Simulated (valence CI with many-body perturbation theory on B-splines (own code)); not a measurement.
## N: calculated level list

Method: valence CI with perturbative core correlation (CI+MBPT): five valence electrons over a frozen Dirac-Fock core [He], radial functions for each j: 9 s, 9 p, 8 d, 6 f, 3 g, 1 h, with the one-electron correlation potential Σ1, the two-electron term Σ2, the three-electron term Σ3, Breit, model QED; selected CI, second order for the rest, scaled by the run's own slope (own B-spline code, finite nucleus).

Set against measurement, 40 paired levels are off by 83 cm⁻¹ on average, the worst by 191. These come from a selection out of the NIST Handbook of Basic Atomic Spectroscopic Data. Levels without a partner in it may be off by more. Among the levels kept, up to 2300 cm⁻¹ of a level comes from second order outside the variational space, and about a tenth of that is noise between levels of different J, which matters for small intervals.

Levels 1 to 45 of 63, with energies above the lowest level, 2s2 2p3 4S°_3/2. "Leading %" is the weight of the configuration and term that name the level; weights of strongly mixed levels are sums over their largest components and can fall short. In the jj column 3d3/2^4 stands for four electrons in 3d with j = 3/2.

```csv
No.,Configuration,Term,J,E (cm⁻¹),Leading %,Second component,Leading jj
1,2s2 2p3,4S°,3/2,0.0,96,,2s^2 2p1/2 2p3/2^2 (53 %)
2,2s2 2p3,2D°,5/2,19366,96,,2s^2 2p1/2 2p3/2^2 (96 %)
3,2s2 2p3,2D°,3/2,19378,96,,2s^2 2p1/2 2p3/2^2 (42 %)
4,2s2 2p3,2P°,3/2,29028,93,,2s^2 2p3/2^3 (47 %)
5,2s2 2p3,2P°,1/2,29030,93,,2s^2 2p1/2 2p3/2^2 (93 %)
6,2s2 2p2 3s,4P,1/2,83186,79,12 % 2s 2p4 4P,2s^2 2p1/2^2 3s (36 %)
7,2s2 2p2 3s,4P,3/2,83231,79,12 % 2s 2p4 4P,2s^2 2p1/2 2p3/2 3s (71 %)
8,2s2 2p2 3s,4P,5/2,83277,79,13 % 2s 2p4 4P,2s^2 2p3/2^2 3s (52 %)
9,2s2 2p2 3s,2P,1/2,86051,90,,2s^2 2p1/2 2p3/2 3s (60 %)
10,2s2 2p2 3s,2P,3/2,86140,90,,2s^2 2p3/2^2 3s (50 %)
11,2s 2p4,4P,1/2,88224,79,12 % 2s2 2p2 3s 4P,2s 2p3/2^4 (35 %)
12,2s 2p4,4P,5/2,88229,78,12 % 2s2 2p2 3s 4P,2s 2p1/2^2 2p3/2^2 (52 %)
13,2s 2p4,4P,3/2,88262,79,12 % 2s2 2p2 3s 4P,2s 2p1/2 2p3/2^3 (70 %)
14,2s2 2p2 3p,2S°,1/2,93514,90,,2s^2 2p3/2^2 3p3/2 (32 %)
15,2s2 2p2 3p,4D°,1/2,94690,91,,2s^2 2p1/2^2 3p1/2 (35 %)
16,2s2 2p2 3p,4D°,3/2,94724,91,,2s^2 2p1/2 2p3/2 3p1/2 (53 %)
17,2s2 2p2 3p,4D°,5/2,94760,91,,2s^2 2p1/2 2p3/2 3p3/2 (57 %)
18,2s2 2p2 3p,4D°,7/2,94795,91,,2s^2 2p3/2^2 3p3/2 (60 %)
19,2s2 2p2 3p,4P°,1/2,95382,91,,2s^2 2p1/2 2p3/2 3p1/2 (46 %)
20,2s2 2p2 3p,4P°,3/2,95411,91,,2s^2 2p3/2^2 3p1/2 (26 %)
21,2s2 2p2 3p,4P°,5/2,95448,91,,2s^2 2p1/2 2p3/2 3p3/2 (38 %)
22,2s2 2p2 3p,4S°,3/2,96674,89,,2s^2 2p1/2 2p3/2 3p3/2 (31 %)
23,2s2 2p2 3p,2D°,3/2,96735,90,,2s^2 2p1/2 2p3/2 3p3/2 (46 %)
24,2s2 2p2 3p,2D°,5/2,96811,90,,2s^2 2p3/2^2 3p3/2 (30 %)
25,2s2 2p2 3p,2P°,1/2,97728,88,,2s^2 2p1/2 2p3/2 3p3/2 (48 %)
26,2s2 2p2 3p,2P°,3/2,97773,88,,2s^2 2p3/2^2 3p3/2 (30 %)
27,2s2 2p2 3s,2D,5/2,99712,91,,2s^2 2p1/2 2p3/2 3s (60 %)
28,2s2 2p2 3s,2D,3/2,99722,91,,2s^2 2p1/2 2p3/2 3s (60 %)
29,2s2 2p2 4s,4P,1/2,103507,90,,2s^2 2p1/2^2 4s (42 %)
30,2s2 2p2 4s,4P,3/2,103587,90,,2s^2 2p1/2 2p3/2 4s (82 %)
31,2s2 2p2 4s,4P,5/2,103666,90,,2s^2 2p3/2^2 4s (59 %)
32,2s2 2p2 4s,2P,1/2,104043,86,,2s^2 2p1/2 2p3/2 4s (61 %)
33,2s2 2p2 4s,2P,3/2,104157,84,6 % 2s2 2p2 3d 2P,2s^2 2p3/2^2 4s (49 %)
34,2s2 2p2 3d,2P,3/2,104575,82,6 % 2s2 2p2 4s 2P,2s^2 2p1/2 2p3/2 3d3/2 (22 %)
35,2s2 2p2 3d,2P,1/2,104581,86,,2s^2 2p3/2^2 3d5/2 (41 %)
36,2s2 2p2 3d,4F,3/2,104629,89,,2s^2 2p1/2 2p3/2 3d3/2 (41 %)
37,2s2 2p2 3d,4F,7/2,104632,86,,2s^2 2p1/2 2p3/2 3d5/2 (66 %)
38,2s2 2p2 3d,4F,5/2,104639,86,,2s^2 2p1/2 2p3/2 3d3/2 (39 %)
39,2s2 2p2 3d,4F,9/2,104681,91,,2s^2 2p3/2^2 3d5/2 (60 %)
40,2s2 2p2 3d,2F,5/2,104761,54,29 % 2s2 2p2 3d 4P,2s^2 2p1/2 2p3/2 3d3/2 (32 %)
41,2s2 2p2 3d,4P,5/2,104771,54,32 % 2s2 2p2 3d 2F,2s^2 2p1/2 2p3/2 3d5/2 (77 %)
42,2s2 2p2 3d,2F,7/2,104795,87,,2s^2 2p3/2^2 3d3/2 (44 %)
43,2s2 2p2 3d,4P,1/2,104806,85,,2s^2 2p3/2^2 3d3/2 (38 %)
44,2s2 2p2 3d,4P,3/2,104816,82,6 % 2s2 2p2 3d 4D,2s^2 2p1/2 2p3/2 3d5/2 (33 %)
45,2s2 2p2 3d,4D,1/2,104904,86,,2s^2 2p1/2 2p3/2 3d3/2 (62 %)
```

Names give the largest LS component (configuration and term), which can be under half, so a name can repeat, a term be missing and a line seem to break the LS rules; names also repeat where a configuration has a term twice.

Where two levels of one J and parity lie close, their mixing, g and order are uncertain.

The ionisation energy to 2s2 2p2 3P_0 of the next ion comes out as 14.515 eV (NIST: 14.5341 eV (measured)). All 63 levels together are meant to be complete up to 109397 cm⁻¹.
